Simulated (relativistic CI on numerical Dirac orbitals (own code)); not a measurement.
# Ni²⁺: M2,3 absorption edge

Computed with this model: Dirac-Coulomb-Breit CI, orbitals from a KLI potential per configuration, a model potential for QED, valence Slater integrals scaled by 0.8, multiplet model of core-to-valence dipole absorption; configurations [Ar] 3d8 → [Ne] 3s2 3p5 3d9; 300 K; Lorentzian 0.8 eV and Gaussian 0.3 eV FWHM. Energies are those of the free ion, without screening or charge transfer. The branching ratio is the share of the lower-energy edge in the whole absorption, uncertain by about 0.02 where the edges overlap. S is read from ⟨S²⟩ = S(S + 1).

Field parameters in Wybourne normalisation: Oh B⁴₀ = 21Dq, B⁴₄ = √(5/14) B⁴₀. The field is a parameter set, without covalency.

Peaks in eV (height, largest 100): 67.4 (55), 68.1 (40), 69.6 (13), 72.5 (100).

Problem. Which surroundings give this spectrum?
A. free ion
B. Oh, 10Dq = 11400 cm⁻¹
C. Oh, 10Dq = 7350 cm⁻¹
D. Oh, 10Dq = 3250 cm⁻¹

Solution. D. Oh, 10Dq = 3250 cm⁻¹, where the ground state has S = 1.00.
